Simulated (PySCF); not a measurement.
# BLYP on Be (beryllium, neutral)

Configuration: [He] 2s2, closed-shell 1S. All numbers are calculated (PySCF 2.14, the spin-free X2C one-electron Hamiltonian (Gaussian nucleus), in x2c-TZVPPall with one added diffuse shell of s type (6s3p1d, 20 functions)).

* Total energy: -14.6624 hartree
* One-electron energy: -19.0970 hartree
* Hartree (Coulomb) energy: 7.1922 hartree
* Exchange-correlation energy: -2.7576 hartree
* ⟨S²⟩: 0.0000
* ⟨L²⟩: 0.000
* Sum of ⟨r⟩: 6.052 bohr
* Sum of ⟨r²⟩: 16.89 bohr²
* Langevin diamagnetic susceptibility: -13.4 ×10⁻⁶ cm³/mol

```tsv
shell	electrons	mean orbital energy (eV)	rms radius, mean of both spins (bohr)
1s	2	-106.44	0.491
2s	2	-5.465	2.86
```
